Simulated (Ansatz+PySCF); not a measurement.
Results of a calculation; reference values are marked as such.
Several solutions for singlet BeO

```
atom    x (Å)    y (Å)    z (Å)
  Be  -0.0215  -0.0362  -0.9193
   O  -0.0345   0.0010   0.4823
```

Basis set: def2-SVP (spherical functions). Charge 0, multiplicity 1.

UHF was run from several starts with Ansatz (development build ahead of 0.2.0) and PySCF 2.14.0.

```csv
run,program,start,converged,energy (hartree),<S²>
A,Ansatz,stability test followed,yes,-89.31396,0.00
B,Ansatz,search for the lowest state,yes,-89.35947,1.01
C,Ansatz,"atomic start, no search",yes,-89.31396,0.00
D,PySCF,program defaults,yes,-89.31396,0.00
E,PySCF,"guess atom, instabilities followed",yes,-89.31396,0.00
F,PySCF,"guess huckel, instabilities followed",yes,-89.35947,1.01
G,PySCF,"guess 1e, instabilities followed",yes,-89.31396,0.00
H,PySCF,"guess minao, instabilities followed",yes,-89.35947,1.01
```

(1) Which runs reached the lowest solution of this kind, and what is wrong with the others?

Results:

(1) B, F, H reached the lowest solution found. Converged but too high: A by 1.24 eV, C by 1.24 eV, D by 1.24 eV, E by 1.24 eV, G by 1.24 eV. Convergence only shows a stationary point, and even a stable one can lie too high; stability tests and further starts are what find lower ones. Caution: the unrestricted determinant is a mixture of spin states.
